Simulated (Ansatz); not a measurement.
Reaction (ligand exchange at the Si–O bond): `[SiH3][SiH2]O[SiH2]S` + `O[SiH3]` → `[SiH3]O[SiH2]S` + `O[SiH2][SiH3]`

Gas-phase electronic energies from Ansatz, PBE0-D4/def2-TZVP geometries. CCSD(T)/CBS adds triple-zeta CCSD(T) − MP2 to the extrapolated MP2 energy (def2 sets, frozen cores). DFT in def2-TZVPP. B3LYP here is the variant with VWN-RPA as its local correlation; programs differ in this. One conformer a species, not always the lowest.

```json
{"level": "B3LYP-D4", "ΔE (kJ/mol)": "2.7", "difference from CCSD(T)/CBS": "1.0"}
{"level": "ωB97X-V", "ΔE (kJ/mol)": "1.5", "difference from CCSD(T)/CBS": "-0.2"}
{"level": "ωB97M-V", "ΔE (kJ/mol)": "1.6", "difference from CCSD(T)/CBS": "-0.1"}
{"level": "B2PLYP", "ΔE (kJ/mol)": "-0.7", "difference from CCSD(T)/CBS": "-2.4"}
{"level": "PBE", "ΔE (kJ/mol)": "-1.3", "difference from CCSD(T)/CBS": "-3.0"}
{"level": "PBE0", "ΔE (kJ/mol)": "-1.0", "difference from CCSD(T)/CBS": "-2.7"}
{"level": "B3LYP", "ΔE (kJ/mol)": "-2.4", "difference from CCSD(T)/CBS": "-4.1"}
{"level": "HF/def2-TZVPP", "ΔE (kJ/mol)": "-2.5", "difference from CCSD(T)/CBS": "-4.2"}
{"level": "MP2/def2-TZVPP", "ΔE (kJ/mol)": "2.1", "difference from CCSD(T)/CBS": "0.4"}
{"level": "SCS-MP2/def2-TZVPP", "ΔE (kJ/mol)": "1.2", "difference from CCSD(T)/CBS": "-0.5"}
{"level": "CCSD/def2-TZVPP", "ΔE (kJ/mol)": "0.9", "difference from CCSD(T)/CBS": "-0.8"}
{"level": "HF/def2-QZVPP", "ΔE (kJ/mol)": "-2.7", "difference from CCSD(T)/CBS": "-4.4"}
{"level": "MP2/def2-QZVPP", "ΔE (kJ/mol)": "2.1", "difference from CCSD(T)/CBS": "0.4"}
{"level": "SCS-MP2/def2-QZVPP", "ΔE (kJ/mol)": "1.1", "difference from CCSD(T)/CBS": "-0.6"}
{"level": "HF/CBS(def2)", "ΔE (kJ/mol)": "-2.7", "difference from CCSD(T)/CBS": "-4.4"}
{"level": "MP2/CBS(def2)", "ΔE (kJ/mol)": "2.2", "difference from CCSD(T)/CBS": "0.5"}
{"level": "CCSD(T)/CBS", "ΔE (kJ/mol)": "1.7", "difference from CCSD(T)/CBS": "0"}
```

Largest T1 diagnostic among the species: 0.012.

The D4 term adds +5.1 kJ/mol with B3LYP and +3.2 kJ/mol with PBE0; it sums over pairs of atoms, weighted by their polarisabilities, and B3LYP, whose exchange is more repulsive, gets the larger term. In def2-TZVPP, CCSD(T) changes the Hartree–Fock value by +4.1 kJ/mol (the triples alone add +0.7 kJ/mol) and MP2 by +4.5 kJ/mol.
